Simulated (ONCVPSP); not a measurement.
# Fe, ONCV: configuration errors across variants

- Element: Fe (Z = 26)
- Generator: ONCVPSP 4.0.1
- Type: optimised norm-conserving Vanderbilt (ONCV)
- Functional: PW91
- Relativity: fully relativistic
- Frozen core: [Ne] 3s2
- Valence charge: 14
- Reference configuration: 3p6 3d6 4s2
- Partial waves: 4s: rc 1.90 bohr, ncon 4, nbas 7, qcut 4 1/bohr, 2 projectors, debl 2.2 Ha; 3p: rc 1.00 bohr, ncon 5, nbas 10, qcut 11.7 1/bohr, 2 projectors, debl 2.6 Ha; 3d: rc 0.95 bohr, ncon 5, nbas 9, qcut 14.2 1/bohr, 2 projectors, debl 0.8 Ha; f scattering state at 0.09 Ha: rc 1.55 bohr, ncon 3, nbas 6, qcut 8 1/bohr, 1 projector
- Local potential: polynomial inside 0.70 bohr (lpopt 5, dvloc0 0 Ha)
- Core correction: none

Open shells are filled in proportion to 2j + 1.

All-electron excitation energies from the reference (eV): (1) 3p6 3d6 4s1 8.792; (2) 3p6 3d6 4s0 25.043; (3) 3p6 3d6 4s1 4p1 4.127.

4 further variants failed, have other tests or another functional or relativity, and are left out.

A true bound ghost makes a file unfit for plane-wave use even where its test errors are small: the radial tests pick states by their node count and pass the ghost by.

Errors AE − PS in meV (a dash: test not solved or not reliable):

| change | (1) | (2) | (3) | bound ghosts | GHOST(+) flags above zero |
| --- | --- | --- | --- | --- | --- |
| base | -6.1 | -32 | -5.8 | s | s, f7/2, f5/2 |
| f: ncon 5, nbas 8 | -6.1 | -32 | -5.8 | s | s |
| f: rc 1.82 | -6.1 | -32 | -5.8 | s | s, f7/2, f5/2 |
| local potential polynomial inside 0.65 bohr (lpopt 5, dvloc0 2 Ha) | -6.1 | -32 | -5.8 | s | s, f7/2, f5/2 |
| s: qcut 4.6; p: qcut 13.4; d: qcut 16.3; f: qcut 9.2 | -5.9 | -31 | -5.5 | s | s |
| d: rc 0.92 | -6.1 | -32 | -5.8 | s | s, f7/2, f5/2 |
| s: nbas 9 | -6.5 | -34 | -6.0 | s | s, f7/2, f5/2 |
| f: qcut 11.7 | -6.1 | -32 | -5.8 | s | s |

**Question.** Give the same row for: s: debl 0.2.

**Answer.** -6.1, -32, -5.7; bound ghosts: s; GHOST(+) flags above zero: s, f7/2, f5/2.
